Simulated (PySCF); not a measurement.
A geometry optimisation on `COC[SiH2]C=O`.

Computed with PBE0-D3(BJ)/def2-SVP geometry optimisation, gas phase (PySCF 2.14.0). Start geometry: GFN2-xTB. The input is one job of a driver script: a line of settings, then coordinates in Å.

Input:
```
{"job": {"xc": "PBE0", "basis": "def2-SVP", "d3": "d3bj", "grid": 1, "kind": "geom"}, "charge": 0, "multiplicity": 1}
C     -2.526761     0.190396     0.545807
O     -1.230181    -0.301837     0.766213
C     -0.281594     0.193269    -0.161129
Si     1.384467    -0.589375     0.313821
C      2.708023     0.058878    -0.927386
O      2.475846     0.823106    -1.829135
H     -3.165508    -0.252148     1.308018
H     -2.893420    -0.091137    -0.449563
H     -2.555970     1.284116     0.632433
H     -0.246933     1.292056    -0.117034
H     -0.581365    -0.069319    -1.186714
H      1.352735    -2.047716     0.190896
H      1.811080    -0.184694     1.654428
H      3.748904    -0.306068    -0.787711
```

Output:
```
step   0  E = -558.30684775  max force = 0.014734
step   1  E = -558.30907862  max force = 0.003674
step   2  E = -558.30915718  max force = 0.000767
step   3  E = -558.30916604  max force = 0.001096
step   4  E = -558.30917459  max force = 0.000377
optimisation converged
```

Energies in Eh; «max force» is the largest Cartesian gradient component in Eh/bohr.

Q: Give the first gradient maximum in eV/Å.

A: With 1 Eh/bohr = 51.422 eV/Å, 0.758 eV/Å.

In short: final energy -558.30917 Eh after 4 steps; dipole 0.86 D.

Q: Give the final coordinates.

A: 0.086 Å rms from the input after alignment:
```
atom  x, y, z in Å
C1    -2.6113    0.2587    0.4577
O2    -1.3896   -0.3417    0.7638
C3    -0.3585    0.0262   -0.1065
Si4    1.2283   -0.8522    0.4156
C5     2.5728   -0.2866   -0.8514
O6     2.2842    0.4470   -1.7668
H7    -3.3538   -0.0950    1.1864
H8    -2.9577   -0.0084   -0.5603
H9    -2.5544    1.3638    0.5177
H10   -0.1794    1.1224   -0.1046
H11   -0.5856   -0.2372   -1.1610
H12    1.1012   -2.3397    0.3467
H13    1.6637   -0.4717    1.7934
H14    3.6354   -0.6450   -0.7392
```

Q: How long does this job take on an Arm Neoverse V1 with one thread, on a shared host?

A: About 33 s.
Labels such as C1 count atoms from 1, the log's own numbers from 0.
